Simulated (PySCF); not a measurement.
Gas-phase reaction: InHCl2 ⇌ InH + 2 Cl

Computed with PySCF and rigid-rotor harmonic-oscillator thermochemistry at 1 bar. † marks an energy on the PBE0/def2-TZVP geometry and frequencies; other levels use their own. Open shells (unrestricted): Cl (multiplicity 2, electronic degeneracy 6); the rest are closed-shell singlets. Spin-orbit splitting is ignored; it lowers the true energy and changes the entropy of Cl. In: scalar-relativistic def2 core potential, no spin-orbit coupling. InHCl2, InH: computed as isolated molecules; such fragments, hydroxides, amides, oligomers or adducts are transient or little studied in the gas. The harmonic model lacks anharmonicity and excited electronic states, which grow with temperature; levels with a mode under 35 cm⁻¹ are left out. Soft modes under 120 cm⁻¹ make the harmonic entropy rough for InHCl2.

```
level               ΔE electronic, kJ  ΔH°(298 K), kJ  ΔS°(298 K), J/K  ΔG°(2500 K), kJ
------------------  -----------------  --------------  ---------------  ---------------
M06-2X/def2-TZVP†                 675             668              231               92
PBE/def2-SVP                      652             646              229               73
PBE/def2-TZVP†                    656             649              231               73
PBE0/def2-SVP†                    645             639              231               63
r2SCAN/def2-TZVP†                 674             667              231               91
ωB97M-V/def2-TZVP†                667             661              231               85
```
ΔH° is lowest at PBE0/def2-SVP† and highest at M06-2X/def2-TZVP†. No reference value is set beside these.
